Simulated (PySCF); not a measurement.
# Peak assignment

Atom-mapped SMILES (the numbers label the heavy atoms): `[CH3:1][C:2]([CH3:3])([CH3:4])[AlH2-:5][N+:6]([CH3:7])([CH3:8])[CH3:9]`. Hydrogens are named by the atom that carries them.

How the numbers were obtained: shieldings: GIAO KT2/pcSseg-1, structure optimised with PBE0-D3(BJ)/def2-SVP, in PySCF 2.14.0 with density-fitted response routines (a single conformation, no relativistic terms, averaged over atoms made equivalent by symmetry, fast rotation or ring inversion, in vacuum).

Shifts are taken against calculated references (same method and geometry level): 13C (σref 183.22), 1H (σref 31.18) against TMS.

**Question.** Assign these signals to the numbered atoms. 13C{1H} NMR (computed): δ 49.4 (CH3), 31.3 (CH3), 18.8 (C).

**Answer.** 
49.4 → C7/C8/C9, methyl carbon bonded to N: pulled downfield by the heteroatom
31.3 → C1/C3/C4, methyl carbon: saturated and bonded to C and H only
18.8 → C2, fully substituted sp3 carbon bonded to Al

**Question.** Assign these signals to the numbered atoms. 1H NMR (600 MHz, computed): δ 4.05 (br, 2H), 2.45 (s, 9H), 1.00 (s, 9H).

**Answer.** 
| δ (ppm) | atoms | environment | reason |
| --- | --- | --- | --- |
| 4.05 | H(Al5) | hydrogen on an aluminium bonded to C, N | – |
| 2.45 | H(C7)/H(C8)/H(C9) | hydrogen on a methyl carbon bonded to N | its carbon carries N, an electronegative neighbour |
| 1.00 | H(C1)/H(C3)/H(C4) | hydrogen on a methyl carbon | – |

Hydrides on Al or Ga are broadened by the quadrupolar metal nucleus. Shifts are as computed. Against solution values, carbons near 30 ppm lie about +2 ppm off and those near 130 ppm about -5 ppm. Of 1309 compounds with measured shifts, 239 miss one by over three times the rms of a fit or turn the order of signals round; such compounds aren't used in these exercises. No couplings were computed; multiplicities are counted from neighbouring protons, with m where these are inequivalent, close in shift, in a saturated or five-membered ring or joined by F or P, and br s for small geminal =CH2 splittings.
